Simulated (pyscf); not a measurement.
# H₂N–Nb(Cl)(Cl)(Cl)–Cl, singlet

Gas-phase minimum from PySCF at ωB97X-D3(BJ)/def2-SVP, one conformer. 

SMILES: [Cl][Nb]([Cl])([Cl])([NH2])[Cl]
```xyz
8

N     -1.1790    -0.5830     1.1881
Nb     0.1451     0.0502    -0.0649
Cl     0.8550     2.2140     0.0617
Cl    -1.6680     0.6220    -1.3843
Cl     0.9603    -1.3891    -1.6348
Cl     1.6839    -0.6467     1.5170
H     -2.1802    -0.5305     1.0175
H     -0.9436    -0.9940     2.0880
```
Charge 0, spin multiplicity 1.

Bond lengths (Å): N1–Nb2 1.930, N1–H7 1.017, N1–H8 1.017, Nb2–Cl3 2.281, Nb2–Cl4 2.314, Nb2–Cl5 2.281, Nb2–Cl6 2.314. Bond angles (°): Nb2–N1–H7 123.3, Nb2–N1–H8 123.3, H7–N1–H8 113.4, N1–Nb2–Cl3 119.3, N1–Nb2–Cl4 85.0, N1–Nb2–Cl5 119.0, N1–Nb2–Cl6 85.0, Cl3–Nb2–Cl4 92.4, Cl3–Nb2–Cl5 121.7, Cl3–Nb2–Cl6 92.3, Cl4–Nb2–Cl5 92.5, Cl4–Nb2–Cl6 170.1, Cl5–Nb2–Cl6 92.5.

Properties at ωB97X-D3(BJ)/def2-SVP:

```
Quantity                                                                                                                                                                                                       Result
---------------------------------------------------------------------------------------------------------------------  ----------------------------------------------------------------------------------------------
Harmonic wavenumbers, unscaled                                                                                         73, 79, 153, 156, 156, 167, 291, 346, 405, 407, 448, 448, 534, 708, 742, 1490, 3588, 3704 cm⁻¹
Zero-point energy                                                                                                                                                                                       19.9 kcal/mol
Rotational symmetry number                                                                                                                                                                                          2
Entropy of this conformer at 298 K and 1 atm, rigid rotor and harmonic oscillator, modes under 100 cm⁻¹ raised to 100                                                                                 401.1 J/(mol K)
Dipole moment                                                                                                                                                                                                  2.80 D
```

Single-point totals, which compare only within one level:

```tsv
level	total energy (hartree)
ωB97X-D3(BJ)/def2-TZVP	-1954.16042
PBE/def2-TZVP	-1953.31100
r²SCAN/def2-TZVP	-1953.98890
B3LYP-D3(BJ)/def2-TZVP	-1954.19309
PBE0-D3(BJ)/def2-TZVP	-1953.42129
M06-2X/def2-TZVP	-1953.89011
ωB97M-D3(BJ)/def2-TZVP	-1954.25158
```

Soft torsions are taken as harmonic, which can shift the entropy by several J/(mol K). Elements past Kr carry the def2 core potentials, without spin-orbit coupling.
